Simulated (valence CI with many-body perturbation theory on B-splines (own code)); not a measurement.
Questions on Pt⁷³⁺

Level of theory: relativistic CI+MBPT: three valence electrons over a frozen Dirac-Fock core [He], radial functions for each j: 11 s, 11 p, 9 d, 7 f, 5 g, 2 h, 1 i, with the one-electron correlation potential Σ1, the two-electron term Σ2, the three-electron term Σ3, Breit, model QED; selected CI, second order for the rest (own B-spline code, finite nucleus).

No measured spectrum was set against this ion. As an estimate, large intervals hold to a few tenths of a per cent, small ones and those within an open d or f shell to about a per cent.

Levels are named by their leading jj configuration (3d3/2^4 stands for four electrons in 3d with j = 3/2), which in mixed levels can hold well under half, so a name can repeat and another be missing.

Rates and lifetimes use the calculated energies. Strong lines usually hold to 10 to 20 %, long lifetimes can be off by a factor of two.

What is the ground level?

(2s^2 2p1/2) J=1/2, composition 100 % 2s2 2p 2P°, g = 0.609.

What is the ionisation energy?

21273 eV; NIST lists 21280 ± 90 eV (theoretical).

Where does the other parity begin?

At (2s 2p1/2^2) J=1/2, 2402.0 × 10³ cm⁻¹.

Name the longest-lived excited levels whose lifetime is computed, and their main decay.

(2s 2p1/2 2p3/2) J=5/2 at 17068 × 10³ cm⁻¹ lives 98.4 ps, mostly by E1 to (2s^2 2p3/2) J=3/2; (2s 2p1/2^2) J=1/2 at 2402.0 × 10³ cm⁻¹ lives 34.1 ps, mostly by E1 to (2s^2 2p1/2) J=1/2; (2s^2 2p3/2) J=3/2 at 15033 × 10³ cm⁻¹ lives 10.1 ps, mostly by E1 to (2s 2p1/2^2) J=1/2.

How well does LS coupling describe the low levels?

Among the lowest 20 levels the leading LS term, summed over configurations, holds 76 % on average. For single configurations the figures are 75 % in LS and 99 % in jj coupling. Terms mix most in the J = 1/2 level at 2402.0 × 10³ cm⁻¹, where the leading one holds 48 %.

What are the static dipole polarisabilities of the lowest levels?

(2s^2 2p1/2) J=1/2 0.000116 bohr³, of which the core gives 1.69e-07.

Among levels below 123740 × 10³ cm⁻¹, which E1 lines absorb most strongly from the ground level?

to (2s^2 3d3/2) J=3/2 at 0.09727 nm, f = 0.546; to (2s 2p1/2 3p1/2) J=3/2 at 0.1004 nm, f = 0.194; to (2s 2p1/2 2p3/2) J=3/2 at 0.5643 nm, f = 0.189.
